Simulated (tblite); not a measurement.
C9H8.
SMILES with atom numbers: `[CH:1]#[C:2]/[CH:3]=[C:4](\[C:5]#[CH:6])[C:7](=[CH2:8])[CH3:9]` (hydrogens: H10 on C1; H11 on C3; H12 on C6; H13, H14 on C8; H15, H16, H17 on C9)

Computed with GFN2-xTB (tblite), gas phase: Langevin dynamics at 300 K from the optimised GFN2-xTB geometry, time step 0.5 fs, friction 0.01 fs⁻¹, 2000 steps.

Start geometry:
```
atom  x, y, z in Å
C1      3.628   -0.128   -0.599
C2      2.522   -0.254   -0.142
C3      1.249   -0.415    0.421
C4      0.123    0.069   -0.155
C5      0.236    0.763   -1.386
C6      0.360    1.345   -2.429
C7     -1.212   -0.084    0.426
C8     -2.286    0.420   -0.182
C9     -1.329   -0.824    1.726
H10     4.588   -0.014   -1.004
H11     1.217   -0.954    1.357
H12     0.463    1.855   -3.340
H13    -2.213    0.954   -1.114
H14    -3.272    0.314    0.238
H15    -0.967   -1.847    1.622
H16    -0.747   -0.331    2.504
H17    -2.368   -0.859    2.046
```

The statistics below take the 31 frames saved every 25 fs from 250 to 1000 fs; their kinetic temperature (all 3N coordinates) averages 285 K.

Task: How do the bond lengths spread?

Result: 
| bond | start (Å) | mean (Å) | standard deviation (Å) | shortest (Å) | longest (Å) |
| --- | --- | --- | --- | --- | --- |
| C1≡C2 | 1.203 | 1.205 | 0.015 | 1.180 | 1.253 |
| C2–C3 | 1.402 | 1.406 | 0.032 | 1.327 | 1.471 |
| C3=C4 | 1.354 | 1.356 | 0.031 | 1.298 | 1.408 |
| C4–C5 | 1.418 | 1.420 | 0.027 | 1.360 | 1.489 |
| C5≡C6 | 1.201 | 1.205 | 0.019 | 1.164 | 1.237 |
| C4–C7 | 1.463 | 1.480 | 0.022 | 1.441 | 1.519 |
| C7=C8 | 1.333 | 1.335 | 0.022 | 1.285 | 1.371 |
| C7–C9 | 1.501 | 1.502 | 0.026 | 1.457 | 1.554 |
| C1–H10 | 1.049 | 1.054 | 0.047 | 0.977 | 1.131 |
| C3–H11 | 1.081 | 1.085 | 0.034 | 1.009 | 1.201 |
| C6–H12 | 1.049 | 1.055 | 0.031 | 1.007 | 1.111 |
| C8–H13 | 1.076 | 1.078 | 0.018 | 1.033 | 1.119 |
| C8–H14 | 1.077 | 1.083 | 0.026 | 1.037 | 1.140 |
| C9–H15 | 1.090 | 1.091 | 0.029 | 1.021 | 1.159 |
| C9–H16 | 1.090 | 1.093 | 0.018 | 1.040 | 1.132 |
| C9–H17 | 1.087 | 1.088 | 0.033 | 1.011 | 1.157 |

Task: Give the same statistics for bond angles, one of each kind among heavy atoms.

Result: 
| angle | start (°) | mean (°) | standard deviation (°) | smallest (°) | largest (°) |
| --- | --- | --- | --- | --- | --- |
| C1–C2–C3 | 178.5 | 170.0 | 5.5 | 155.8 | 178.6 |
| C2–C3–C4 | 122.9 | 123.0 | 4.8 | 112.8 | 133.2 |
| C3–C4–C5 | 118.5 | 120.2 | 3.5 | 113.7 | 127.7 |
| C3–C4–C7 | 123.5 | 122.6 | 3.3 | 117.1 | 131.0 |
| C5–C4–C7 | 117.9 | 116.7 | 3.9 | 110.5 | 124.9 |
| C4–C5–C6 | 178.6 | 168.9 | 5.3 | 154.0 | 180.0 |
| C4–C7–C8 | 120.9 | 119.7 | 3.1 | 113.5 | 125.5 |
| C4–C7–C9 | 117.8 | 117.4 | 3.3 | 110.9 | 123.6 |
| C8–C7–C9 | 121.3 | 122.5 | 3.6 | 114.8 | 131.3 |

Task: How far does each atom move about its mean position (frames aligned on the start, all atoms weighted alike), and what rms force does it feel?

Result: 
```csv
atom,rms displacement (Å),rms force (eV/Å)
C1,0.20,2.81
C2,0.17,2.14
C3,0.21,2.43
C4,0.15,2.04
C5,0.17,2.42
C6,0.25,2.24
C7,0.10,1.80
C8,0.17,1.88
C9,0.16,1.96
H10,0.33,1.84
H11,0.33,1.08
H12,0.38,1.17
H13,0.31,0.70
H14,0.26,0.91
H15,0.75,1.02
H16,0.71,0.71
H17,0.71,1.19
```

The displacements run from 0.10 to 0.75 Å, the largest at H15.

The run is classical and short, so these are rough statistics of one trajectory.

What follows is the cost of the whole dynamics run. Hardware: an Intel Xeon Platinum 8488C with one thread, on a shared host. Cost: 13 s, 0.18 GiB resident at most.
